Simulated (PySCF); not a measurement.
Compound: C2H4BF2N.
SMILES with atom numbers: `[H]/[N:1]=[CH:2]/[CH2:3][B:4]([F:5])[F:6]`

Geometry (PBE0-D3(BJ)/def2-SVP, Å), atoms numbered from 1 in this order:
```xyz
10
C2H4BF2N angstrom
N     -1.772    0.933   -0.348
C     -0.997    0.107    0.220
C      0.189   -0.464   -0.486
B      1.559   -0.049    0.148
F      1.643    0.426    1.377
F      2.692   -0.189   -0.512
H     -2.511    1.228    0.297
H     -1.129   -0.225    1.269
H      0.165   -1.570   -0.437
H      0.164   -0.189   -1.551
```

The computed photoelectron lines, unassigned: B 1s: 199.78 eV; C 1s: 291.17 (area 1), 292.48 (area 1) eV; N 1s: 404.84 eV; F 1s: 693.82 eV.

Level of theory: PySCF 2.14.0, delta-SCF UKS SCAN, pcX-2 on the ionised atom, pcseg-1 elsewhere, spin-free X2C. One conformer (not necessarily the lowest) at the PBE0-D3(BJ)/def2-SVP geometry, without solvent, vibrations or thermal averaging.

Task: Order the carbon atoms by C 1s binding energy.

Result: 291.17 eV: C3 (sp3 carbon bound to boron); 292.48 eV: C2 (imine carbon). Lowest listed C 1s: C3, bonded to C, 2 H and B. Highest, 1.31 eV above it: C2, bonded to N (double bond), C and H. Summing the Pauling electronegativity differences to the bonded atoms, each weighted by its formal bond order, gives -1.21 for the lowest site and +0.63 for the highest.

Bonded neighbours of each site: N1: C (double bond) and H; C2: N (double bond), C and H; C3: C, 2 H and B; B4: 2 F and C; F5/F6: B.

Task: Which photon wavelength matches the N 1s of N1 threshold?

Result: λ = hc/E = 12398.42 eV Å / 404.84 eV = 30.625 Å.

Topologically equivalent atoms share the value of their first member; where this conformer doesn't relate them by symmetry, their own values could differ. Spin contamination (⟨S²⟩ against 0.75 for a pure doublet) is marked for C 1s of C2 (0.87) and B 1s of B4 (0.92), which makes these values less certain.
